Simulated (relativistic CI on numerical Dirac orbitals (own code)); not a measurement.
# Kr30+: computed level list

Calculated at this level of theory: Dirac-Coulomb-Breit CI, KLI orbitals optimised for each configuration, model QED, unscaled Slater integrals (own radial code, finite nucleus).

Configuration list (outside the closed core 1s2): 2s2.2p2, 2s.2p3, 2p4, 2p3.3s, 2p3.3p, 2p3.3d, 2s2.2p.3s, 2s2.2p.3p, 2s2.2p.3d, 2s.2p2.3s, 2s.2p2.3p, 2s.2p2.3d, 2s2.2p.4s, 2s2.2p.4p, 2s2.2p.4d, 2s2.2p.4f. Levels of other configurations are missing.

The lowest level is 2s2.2p2 3P_0, with 79 % of that term; Hund's rules for 2s2.2p2 give 3P with J = 0, in agreement.

```csv
No.,Configuration,Term,J,E (eV),%,Landé g
1,2s2.2p2,3P,0,0.00,79,
2,2s2.2p2,3P,1,49.13,99,1.494
3,2s2.2p2,1D,2,59.46,50,1.239
4,2s2.2p2,3P,2,115.97,50,1.246
5,2s2.2p2,1S,0,139.82,77,
6,2s.2p3(4S°),5S°,2,145.03,74,1.843
7,2s.2p3(2D°),3D°,1,190.29,58,0.888
8,2s.2p3(2D°),3D°,2,205.07,63,1.360
9,2s.2p3(2D°),3D°,3,221.42,100,1.325
10,2s.2p3(2P°),3P°,0,242.71,100,
11,2s.2p3(2P°),3P°,1,248.47,52,1.274
12,2s.2p3(2D°),1D°,2,256.64,45,1.209
13,2s.2p3(4S°),3S°,1,267.88,48,1.559
14,2s.2p3(2D°),1D°,2,302.18,52,1.225
15,2s.2p3(2P°),1P°,1,334.88,59,1.250
16,2p4,3P,2,378.81,78,1.386
17,2p4,3P,0,404.05,57,
18,2p4,3P,1,432.97,99,1.494
19,2p4,1D,2,445.73,78,1.099
20,2p4,1S,0,516.73,55,
21,2s2.2p.3s,3P°,0,2013.24,98,
22,2s2.2p.3s,3P°,1,2015.06,69,1.348
23,2s2.2p.3p,3D,1,2046.89,70,0.668
24,2s2.2p.3p,3P,0,2063.09,74,
25,2s2.2p.3p,3P,1,2068.80,39,1.468
26,2s2.2p.3p,3D,2,2070.76,65,1.174
27,2s2.2p.3s,3P°,2,2073.71,96,1.494
28,2s2.2p.3s,1P°,1,2078.09,69,1.137
29,2s2.2p.3d,3F°,2,2101.33,74,0.755
30,2s.2p2(3P)<4P>.3s,5P,1,2102.85,73,2.265
31,2s2.2p.3d,3P°,2,2113.06,43,1.265
32,2s2.2p.3d,3D°,1,2113.29,55,0.809
33,2s2.2p.3d,3F°,3,2113.53,58,1.115
34,2s2.2p.3p,3P,1,2113.65,54,1.398
35,2s2.2p.3p,3P,2,2116.44,35,1.243
36,2s.2p2(3P)<4P>.3s,3P,0,2117.97,82,
37,2s2.2p.3p,3D,3,2124.65,95,1.331
38,2s2.2p.3p,3S,1,2125.54,50,1.498
39,2s2.2p.3p,1D,2,2136.64,42,1.345
40,2s.2p2(3P)<4P>.3p,5D°,0,2137.24,74,
41,2s.2p2(3P)<4P>.3p,5D°,1,2138.30,43,1.630
42,2s.2p2(3P)<4P>.3s,5P,2,2140.97,73,1.689
43,2s2.2p.3p,1S,0,2151.04,73,
44,2s.2p2(3P)<4P>.3s,3P,1,2155.03,80,1.561
45,2s.2p2(3P)<4P>.3s,5P,3,2157.62,72,1.568
46,2s.2p2(3P)<4P>.3p,5D°,2,2157.89,40,1.607
47,2s.2p2(3P)<4P>.3p,3D°,1,2163.03,43,1.071
48,2s2.2p.3d,1D°,2,2164.84,47,0.985
49,2s2.2p.3d,3F°,4,2165.96,97,1.246
50,2s2.2p.3d,3D°,3,2168.76,51,1.202
51,2s2.2p.3d,3P°,1,2171.48,65,1.211
52,2s.2p2(3P)<4P>.3s,3P,2,2172.09,60,1.357
53,2s2.2p.3d,3P°,0,2172.12,97,
54,2s2.2p.3d,3P°,2,2173.25,51,1.322
55,2s.2p2(3P)<4P>.3p,5P°,1,2175.16,41,1.867
56,2s.2p2(3P)<4P>.3p,5D°,2,2181.19,42,1.475
57,2s2.2p.3d,1F°,3,2182.91,68,1.089
58,2s2.2p.3d,1P°,1,2185.11,71,1.001
59,2s.2p2(3P)<4P>.3d,5F,1,2188.09,66,0.303
60,2s.2p2(3P)<4P>.3d,5F,2,2190.28,45,1.206
61,2s.2p2(3P)<4P>.3p,5D°,3,2191.55,83,1.472
62,2s.2p2(3P)<4P>.3p,5P°,3,2195.68,47,1.448
63,2s.2p2(1D)<2D>.3s,3D,1,2195.73,81,0.620
64,2s.2p2(3P)<4P>.3p,5P°,1,2196.91,35,1.688
65,2s.2p2(3P)<4P>.3d,5D,3,2197.74,32,1.408
66,2s.2p2(1D)<2D>.3s,3D,2,2198.89,48,1.179
67,2s.2p2(3P)<4P>.3p,3D°,2,2203.11,57,1.412
68,2s.2p2(3P)<2P>.3s,3P,1,2206.98,53,1.556
69,2s.2p2(3P)<4P>.3p,5S°,2,2207.05,41,1.716
70,2s.2p2(3P)<2P>.3s,3P,0,2207.09,86,
```

Energies count from the lowest computed level; ° marks odd parity. Percentages are summed over parent terms; the parents shown are those of the largest component, closed shells are left out there, and <> holds an intermediate term.

The mean weight of the leading LS term, summed over parents, in these 70 levels is 64 %, and that of the leading jj configuration (from the same eigenvectors) 87 %, so jj coupling describes them better and the LS labels are nominal.

At this charge energies of transitions that change n are usually good to better than 1 %, and those within a shell (Δn = 0) to a few per cent.

LS names give the leading component of a level, which can be under half, so a name can repeat, a term be missing and a line seem to break the LS rules.
